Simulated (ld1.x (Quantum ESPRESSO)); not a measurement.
# carbon (C), RRKJ: configuration errors across variants

```
Element                 : carbon
Generator               : ld1.x (Quantum ESPRESSO) 7.5
Type                    : norm-conserving RRKJ (Kleinman–Bylander form)
Functional              : LDA (PZ)
Relativity              : scalar-relativistic
Frozen core             : [He]
Valence charge          : 4
Reference configuration : 2s1.5 2p2.5
Partial waves           : 2p (bound): rc 2.20 bohr; 3d channel at -0.15 Ry: rc 1.80 bohr; 2s (bound): rc 1.00 bohr
Local potential         : the s channel
Core correction         : a·sin(br)/r model core inside 0.75 bohr
rho0                    : 0.001
```

All-electron excitation energies from the reference (eV): (1) 2s2 2p2 -4.116; (2) 2s2 2p1 6.871; (3) 2s2 2p0 31.131; (4) 2s1 2p2 15.366; (5) 2s1 2p3 4.125; (6) 2s2 2p2.3 -5.315; (7) 2s2 2p1.5 -0.088; (8) 2s1.5 2p2.5 spin -2.722; (9) 2s2 2p2 spin -5.245.

Spin tests fill each open shell by Hund’s rule, majority spin first.

Errors AE − PS in meV (a dash: test not solved or not reliable):

```tsv
change	(1)	(2)	(3)	(4)	(5)	(6)	(7)	(8)	(9)	bound ghosts
base	-0.3	+90	+589	-13	-0.2	-5.0	+22	+107	+33	none
all radii but the core radius scaled by about 0.76 (s 0.76, p 1.66, d 1.36 bohr)	+2.3	+35	+229	-2.6	+2.6	+0.6	+10	+131	+58	none
all radii but the core radius scaled by about 0.86 (s 0.86, p 1.90, d 1.56 bohr)	+1.3	+50	+335	-6.5	+1.4	-1.3	+13	+126	+49	none
all radii but the core radius scaled by about 1.04 (s 1.04, p 2.30, d 1.88 bohr)	-1.2	+111	+714	-15	-1.0	-6.9	+27	+95	+25	none
all radii but the core radius scaled by about 1.11 (s 1.12, p 2.44, d 2.00 bohr)	-2.3	+136	+862	-17	-2.1	-9.4	+32	+80	+16	none
all radii but the core radius scaled by about 1.20 (s 1.20, p 2.64, d 2.16 bohr)	-5.9	+202	+1239	-19	-5.7	-16	+47	+39	-8.2	none
all radii but the core radius scaled by about 1.30 (s 1.30, p 2.84, d 2.34 bohr)	-8.6	+244	+1476	-18	-8.4	-21	+56	+12	-23	none
all radii but the core radius scaled by about 1.40 (s 1.40, p 3.08, d 2.52 bohr)	-16	+349	+2044	-11	-16	-34	+78	-55	-58	none
```

Problem. Give the same row for: all radii but the core radius scaled by about 0.96 (s 0.96, p 2.10, d 1.72 bohr).

Solution. +0.4, +74, +486, -10, +0.4, -3.4, +19, +116, +39; bound ghosts: none.
